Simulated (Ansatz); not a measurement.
`O[SiH]([SiH3])[TeH]`, relaxed with RKS PBE-D4/def2-SVP in the Gaussian-basis code of Ansatz from a rough embedded geometry. The force threshold is 0.03 eV/Å; the program also tests the step.

Total charge 0; spin multiplicity 1. Te takes the def2 core potential.

Start:

```xyz
10

O    -1.794    0.679    0.515
Si   -0.336    0.784   -0.305
Si    0.539   -1.241   -0.358
Te    1.208    2.233    0.865
H    -2.430    0.170   -0.045
H    -0.561    1.279   -1.685
H     0.766   -1.773    0.976
H     1.820   -1.250   -1.110
H    -0.360   -2.158   -1.128
H     1.149    1.277    2.273
```

Question: How much energy does the relaxation release, and in how many steps? (Best estimate.)

Answer: Computed: 9.08 kcal/mol, in 24 steps, 5 of them rejected.

Question: Which bonds change most? (Best estimate.)

Answer: The calculation gave: Si2–Si3 from 2.207 to 2.355 Å; Si2–Te4 from 2.420 to 2.537 Å; Si3–H7 from 1.455 to 1.508 Å; Si3–H8 from 1.486 to 1.505 Å.

Question: Give the relaxed structure. (An estimate is asked.)

Answer: The calculation gave: 
```xyz
10

O    -2.085    0.738   -0.058
Si   -0.446    0.797   -0.455
Si    0.576   -1.325   -0.435
Te    0.967    2.278    1.041
H    -2.270    0.428    0.847
H    -0.409    1.458   -1.801
H     0.658   -1.796    0.994
H     1.969   -1.233   -0.997
H    -0.212   -2.337   -1.224
H     1.253    0.991    2.089
```
